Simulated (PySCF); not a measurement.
# Frontier orbitals and the lowest excitations

Species: C8H9OP.
Structure used (PBE0-D3(BJ)/def2-SVP), in Å, numbered top down from 1:
```
atom  x, y, z in Å
C1     3.5579    1.1874   -0.2098
C2     2.3251    0.4451   -0.3989
C3     1.2873   -0.1755   -0.5465
P4    -0.1788   -1.0870   -0.9382
C5    -0.0502   -2.4860    0.2640
C6    -1.4304   -0.0529   -0.1111
C7    -1.6725    1.3443   -0.3459
C8    -2.7660    1.6678    0.3967
O9    -3.2226    0.5887    1.0629
C10   -2.4133   -0.4461    0.7549
H11    3.4161    2.2488   -0.4665
H12    4.3622    0.7935   -0.8515
H13    3.9010    1.1375    0.8358
H14   -0.9564   -3.1055    0.1833
H15    0.8106   -3.1083   -0.0196
H16    0.0725   -2.1374    1.2993
H17   -1.0887    2.0107   -0.9773
H18   -3.3127    2.5946    0.5511
H19   -2.6560   -1.3972    1.2214
```

Method used: TDDFT CAM-B3LYP/def2-SVPD, vertical, gas phase, core orbitals frozen in the response (PySCF 2.14.0, density-fitted response routines).

Kohn–Sham orbitals with the atoms that hold most of them (Löwdin shares over 4%, at most four atoms; ? is withheld):

| orbital | ε (eV) | atoms |
| --- | --- | --- |
| LUMO+2 | 1.29 | C1 27%, C2 15%, H11 11%, C3 6% |
| LUMO+1 | 1.22 | C10 14%, O9 13%, C8 11%, C6 11% |
| LUMO | 1.02 | C5 15%, P4 14%, C2 9%, C10 7% |
| HOMO | ? | ? |
| HOMO-1 | -8.20 | ? |
| HOMO-2 | -8.90 | C3 32%, C2 29%, C7 7%, C6 7% |
| HOMO-3 | -9.28 | C3 26%, C2 22%, C7 11%, C6 9% |

Problem. Which atoms hold the HOMO-1, and with what shares?

Solution. C8 (bonded to C, O and H) 22%; C10 (bonded to C, O and H) 16%; C7 (bonded to 2 C and H) 16%; C6 (bonded to 2 C and P) 11%.

Problem. Give the leading atoms of the HOMO.

Solution. P4 (bonded to 3 C) 36%; C10 (bonded to C, O and H) 12%; C6 (bonded to 2 C and P) 11%; C3 (bonded to C and P) 11%. By element: phosphorus 36%, carbon 34% or more.

Problem. What is the HOMO energy, and the HOMO–LUMO gap?

Solution. ε(HOMO) = -7.44 eV; the gap is 8.46 eV (0.3108 hartree).

Problem. How does S1 compare with the orbital gap of 8.46 eV?

Solution. S1 is at 5.19 eV (f = 0.019), 3.27 eV below the gap, made of HOMO→LUMO+1 (27%), HOMO→LUMO (26%), HOMO→LUMO+3 (11%). Its leading pair isn't HOMO and LUMO; the energies of that pair differ by 8.66 eV. 

Next come S2 at 5.74 eV (f 0.024), HOMO→LUMO (49%), HOMO→LUMO+3 (18%), HOMO→LUMO+1 (12%); S3 at 5.95 eV (f 0.088), HOMO→LUMO+1 (31%), HOMO→LUMO+3 (22%); S4 at 6.24 eV (f 0.038), HOMO→LUMO+2 (22%), HOMO→LUMO+1 (12%), HOMO-2→LUMO (11%); S5 at 6.32 eV (f 0.040), HOMO→LUMO+2 (31%), HOMO-1→LUMO (13%), HOMO-2→LUMO (12%).

Time: 6.2 min; peak memory 1.4 GiB. Hardware: one thread of an Arm Neoverse V2, on a shared host.

One conformer stands for the species.
